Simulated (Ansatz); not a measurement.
Energy difference R1 → P1 + P2, each structure at its B3LYP-D3(BJ)/def2-TZVP stationary point, reached from a drawn start (curvature not checked).
R1: CH2Cl2 (SMILES ClCCl), charge 0, multiplicity 1.
P1: CH2Cl (SMILES [CH2]Cl), charge 0, multiplicity 2.
P2: Cl atom, charge 0, multiplicity 2.

P less R. No zero-point or thermal terms; singlets are restricted closed shells; open shells are unrestricted; no spin–orbit coupling.

The values were computed with Ansatz (a first-principles code) with Gaussian orbitals. Each number belongs to the level named beside it.

Task: One of these levels gives 99.35 kcal/mol for the reaction energy. Which one is it?
A. HF/cc-pV(D+d)Z
B. SVWN5/def2-TZVPP
C. BLYP/def2-TZVPP

Result: B, SVWN5/def2-TZVPP. The others give 47.18 (HF/cc-pV(D+d)Z), 75.73 (BLYP/def2-TZVPP)
